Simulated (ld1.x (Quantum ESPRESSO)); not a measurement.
**Configuration tests for hafnium (RRKJ)**

```json
{
  "Element": "hafnium",
  "Generator": "ld1.x (Quantum ESPRESSO) 7.5",
  "Type": "norm-conserving RRKJ (Kleinman–Bylander form)",
  "Functional": "LDA (PZ)",
  "Relativity": "fully relativistic",
  "Frozen core": "[Xe] 4f14",
  "Valence charge": "4",
  "Reference configuration": "5d2 6s2 6p0",
  "Partial waves": "6s (bound): rc 2.85 bohr; 6p (bound, empty): rc 4.15 bohr; 5d (bound): rc 4.24 bohr",
  "Local potential": "the d channel",
  "Core correction": "a·sin(br)/r model core inside 1.35 bohr",
  "rho0": "0.02"
}
```

Open shells are filled in proportion to 2j + 1 (rel_dist='average').

Energies are relative to the spin-unpolarised reference configuration 5d2 6s2 6p0; without spin polarisation the order of configurations can differ from experiment. Not all tests gave a result: 1 of 7 tests not solved or not reliable. Left out of the table: 5d3 6s1 6p0 (solver errors, printed error -48.7 eV). The d channel is local and has no spin–orbit splitting in the pseudo-atom.

```json
{"valence configuration": "5d2 6s1 6p0", "charge": "+1", "ΔE all-electron (eV)": "8.200", "error AE − PS (meV)": "+51"}
{"valence configuration": "5d2 6s0 6p0", "charge": "+2", "ΔE all-electron (eV)": "22.701", "error AE − PS (meV)": "-128"}
{"valence configuration": "5d1 6s0 6p0", "charge": "+3", "ΔE all-electron (eV)": "44.795", "error AE − PS (meV)": "-184"}
{"valence configuration": "5d2 6s0 6p2", "charge": "0", "ΔE all-electron (eV)": "8.007", "error AE − PS (meV)": "-66"}
{"valence configuration": "5d1 6s2 6p0", "charge": "+1", "ΔE all-electron (eV)": "6.733", "error AE − PS (meV)": "-83"}
```

Problem. What are ΔE and the potential's error for 5d2 6s1 6p1?

Solution. ΔE = 3.883 eV all-electron; the error (AE − PS) is +39 meV.

Levels in the configuration 5d1 6s0 6p0:

```tsv
level	all-electron (eV)	pseudo (eV)
5d j=3/2	-27.829	-27.290
5d j=5/2	-27.123	-27.290
```

Note: ghost state, extra bound levels that the all-electron valence spectrum of the same l lacks: s at -6.5 eV. A true bound ghost makes a file unfit for plane-wave use. The potential misses its own reference levels by up to 0.3 eV.
